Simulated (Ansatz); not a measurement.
Basis-set series for FHO3W, SMILES `[O]=[W](=[O])([OH])[F]`. Charge 0, multiplicity 1. W takes the def2 core potential. Geometry: relaxed with PBE0-D4/def2-TZVP. It is one conformer, not always the lowest.

```json
{"functional": "PBE0-D4", "basis": "def2-SVP", "functions": "93", "energy (Eh)": "-392.80909", "HOMO (eV)": "-9.30", "LUMO (eV)": "-1.96"}
{"functional": "PBE0-D4", "basis": "def2-TZVPP", "functions": "194", "energy (Eh)": "-393.24148", "HOMO (eV)": "-9.34", "LUMO (eV)": "-1.98"}
{"functional": "ωB97M-V", "basis": "def2-SVP", "functions": "93", "energy (Eh)": "-392.96162", "HOMO (eV)": "-11.66", "LUMO (eV)": "0.24"}
{"functional": "ωB97M-V", "basis": "def2-TZVPP", "functions": "194", "energy (Eh)": "-393.40421", "HOMO (eV)": "-11.70", "LUMO (eV)": "0.22"}
```

Question: Give the rows for def2-QZVPP. (Estimate.)

Answer: Computed: 
```json
{"functional": "PBE0-D4", "basis": "def2-QZVPP", "functions": "339", "energy (Eh)": "-393.25985", "HOMO (eV)": "-9.36", "LUMO (eV)": "-2.01"}
{"functional": "ωB97M-V", "basis": "def2-QZVPP", "functions": "339", "energy (Eh)": "-393.42139", "HOMO (eV)": "-11.73", "LUMO (eV)": "0.11"}
```

Positive LUMOs are unbound and depend on the basis.
